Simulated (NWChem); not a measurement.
# ZnSiH$_{3}$OF; SMILES [F][Zn][O][SiH3]

```xyz
7

Zn     0.0745    -0.8465     0.0001
F     -0.2516    -2.5467    -0.0002
O      0.4910     0.8560    -0.0003
Si    -0.1909     2.3528     0.0000
H     -1.0501     2.5711    -1.2103
H      0.8836     3.3902     0.0057
H     -1.0587     2.5668     1.2049
```
Atoms are numbered in this order, from 1.

Program: NWChem. Coordinates come from a PBE0/def2-SVP optimisation. Vertical excitations in the gas phase; the lowest state need not have the same character in each row.

```
level                       lowest excitation, singlet (eV)  oscillator strength of that lowest state  orbital gap (eV)
--------------------------  -------------------------------  ----------------------------------------  ----------------
PBE/def2-SVP, TDA                                      4.61                                     0.003              4.48
B3LYP/def2-SVP, TDA                                    5.22                                     0.004              6.33
Hartree-Fock/def2-SVP, CIS                             7.65                                     0.009             13.27
```
